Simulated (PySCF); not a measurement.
Isomers of C4H14AsB, one conformer each; single-point electronic energies without zero-point terms and without any empirical dispersion term.

Level: PBE0/def2-SVPD in PySCF, non-relativistic, each on one gas-phase PBE0-D3(BJ)/def2-SVP geometry that isn't relaxed in the solvent. The solvent is an IEF-PCM continuum (cavity from Bondi-type radii × 1.2). Only the electrostatic response of the medium enters. Spin–orbit coupling is left out although an atom past zinc is present.

| isomer | relative energy, gas (kcal/mol) | dipole (D) |
| --- | --- | --- |
| `[BH3-][AsH2+]C(C)(C)C` | 0.0 | 4.76 |
| `[BH3-][AsH2+][C@@H](C)CC` | 1.4 | 4.78 |
| `[BH3-][AsH2+][C@H](C)CC` | 2.5 | 4.70 |

Q: How do the relative energies look in benzene (ε = 2.271)?

A: 
```json
{"isomer": "`[BH3-][AsH2+]C(C)(C)C`", "relative energy, solvent (kcal/mol)": "0.0", "E(solvent) − E(gas) (kcal/mol)": "-2.9", "dipole in solvent (D)": "5.51"}
{"isomer": "`[BH3-][AsH2+][C@@H](C)CC`", "relative energy, solvent (kcal/mol)": "1.3", "E(solvent) − E(gas) (kcal/mol)": "-3.0", "dipole in solvent (D)": "5.50"}
{"isomer": "`[BH3-][AsH2+][C@H](C)CC`", "relative energy, solvent (kcal/mol)": "2.5", "E(solvent) − E(gas) (kcal/mol)": "-2.8", "dipole in solvent (D)": "5.47"}
```

The order is unchanged. Conformers: `[BH3-:1][AsH2+:2][C@@H:3]([CH3:4])[CH2:5][CH3:6]` with B1–As2–C3–C4 176°, As2–C3–C5–C6 171°; `[BH3-:1][AsH2+:2][C@H:3]([CH3:4])[CH2:5][CH3:6]` with B1–As2–C3–C4 57°, As2–C3–C5–C6 69°. The gains span 0.2 kcal/mol, the gas-phase energies 2.5 kcal/mol.
